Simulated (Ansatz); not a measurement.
Computed with Ansatz.

A structure relaxed at PBE0-D4/def2-TZVP, charge 0, multiplicity 2:

```xyz
8

Si    1.0635    0.3045    0.7392
O    -0.3739   -0.4026    0.3979
Ge   -1.6639   -0.1158   -0.7911
H     0.8715    1.4871    1.6203
H     1.7414    0.7531   -0.5093
H     1.9152   -0.6924    1.4337
H    -0.9912    0.0382   -2.1830
H    -2.5626   -1.3721   -0.7078
```

(1) Give its formula and SMILES.

(2) Summarise the bond lengths by kind.

Answers

(1) GeH5OSi, `[SiH3][O][GeH2]`.

(2) 1 × O–Si 1.638 Å; 3 × H–Si 1.484 to 1.490 Å; 1 × Ge–O 1.778 Å; 2 × Ge–H 1.547 to 1.553 Å.
